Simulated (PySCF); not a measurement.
C4H4B2Cl2.
Bonds: B1–C2, C2–C3 (double), C3–C4 (double), C4–C5 (double), C2–B6, B6–Cl7, B6–Cl8. Hydrogens: H9, H10 on B1; H11, H12 on C5.

The calculation used PBE0-D3(BJ)/def2-SVP geometry optimisation, gas phase in PySCF 2.14.0.

(1) List the bond lengths, angles and torsions at this level.

Answers

(1) 
```json
{"bond": "B1–C2", "length (Å)": "1.553", "order": "single"}
{"bond": "C2=C3", "length (Å)": "1.342", "order": "double"}
{"bond": "C3=C4", "length (Å)": "1.268", "order": "double"}
{"bond": "C4=C5", "length (Å)": "1.321", "order": "double"}
{"bond": "C2–B6", "length (Å)": "1.555", "order": "single"}
{"bond": "B6–Cl7, B6–Cl8", "length (Å)": "1.754", "order": "single"}
{"bond": "B1–H9, B1–H10", "length (Å)": "1.207", "order": "single"}
{"bond": "C5–H11, C5–H12", "length (Å)": "1.096", "order": "single"}
```

Bonds in one row agree within 0.01 Å and their mean is given. Orders are formal, as drawn. A selection of angles:
```json
{"angle": "B1–C2–C3", "degrees": "116.9"}
{"angle": "B1–C2–B6", "degrees": "125.1"}
{"angle": "C3–C2–B6", "degrees": "117.9"}
{"angle": "C2–C3–C4", "degrees": "179.9"}
{"angle": "C3–C4–C5", "degrees": "179.9"}
{"angle": "C2–B6–Cl7", "degrees": "120.9"}
{"angle": "Cl7–B6–Cl8", "degrees": "117.7"}
```

Torsions: B1–C2–B6–Cl7 1° (synperiplanar).

The 8 heavy atoms lie in one plane (0.006 Å rms). The 3 C–C bonds span 1.268 Å (C3=C4, drawn double) to 1.342 Å (C2=C3, drawn double), a spread of 0.074 Å. Of the pairs four or more bonds apart, Cl7···H10 is among the closest relative to their van der Waals radii: 2.98 Å, 101 % of the sum of Bondi's values. B6 (three-coordinate boron) is planar (angles 121.4°, 120.9° and 117.7°, sum 360.0°, 0.00 Å off the plane of its three neighbours). B1 (three-coordinate boron) is planar (angles 120.7°, 120.2° and 119.1°, sum 360.0°, 0.00 Å off the plane of its three neighbours).

Point group: Cs (tolerance 0.08 Å). No frequency check.
